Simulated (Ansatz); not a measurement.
The first iterations of a band of C3H11NSi (16 atoms, charge 0, multiplicity 1).

Method: RKS BLYP-D4/def2-SVP (Ansatz).

```
movable images  : 7
climbing image  : yes
spring          : 5.0 eV/Å²
optimiser       : quadratic models (default)
start path      : IDPP
force threshold : 0.05 eV/Å
iteration limit : 60
end points      : relaxed
```

First end point:

```xyz
16
Properties=species:S:1:pos:R:3
C 0.709 -1.799 0.448
C 1.457 -0.732 -0.382
Si 0.356 0.641 -1.104
N -0.533 1.527 0.116
C -1.747 1.071 0.790
H -0.093 -2.290 -0.143
H 1.390 -2.600 0.805
H 0.233 -1.352 1.345
H 1.986 -1.210 -1.237
H 2.245 -0.249 0.236
H 1.213 1.660 -1.803
H -0.570 -0.012 -2.105
H -0.415 2.542 0.127
H -1.811 -0.035 0.750
H -1.756 1.352 1.867
H -2.688 1.464 0.335
```

Last end point:

```xyz
16
Properties=species:S:1:pos:R:3
C 0.534 -1.910 0.016
C 1.327 -0.775 -0.671
Si 0.336 0.817 -0.988
N -0.341 1.511 0.470
C -1.544 1.047 1.158
H -0.369 -2.190 -0.566
H 1.145 -2.829 0.136
H 0.195 -1.608 1.028
H 1.718 -1.118 -1.655
H 2.218 -0.508 -0.062
H 1.244 1.872 -1.556
H -0.740 0.482 -1.997
H -0.103 2.484 0.673
H -1.436 1.092 2.265
H -2.464 1.621 0.891
H -1.744 -0.012 0.902
```

| iteration | highest image above the first end (eV) | largest band force component (eV/Å) |
| --- | --- | --- |
| 1 | 0.083 | 0.729 |
| 2 | 0.036 | 0.364 |

Q: Does the band converge within its limit, and where does its top end?

A: The run converged. It ended after 8 iterations with the highest image 0.030 eV above the first end. A structure lower than the last end lies on the path between it and the top, so the climb from that side starts below the end, which may itself be a saddle point or a shallow side well. A vibrational analysis at the climbing image gives one clearly imaginary mode, 242i cm⁻¹: a first-order saddle point.

Run time: 90 s on 2 threads of Intel(R) Xeon(R) 6975P-C (Granite Rapids), with other jobs on the host, peak memory 0.19 GiB.
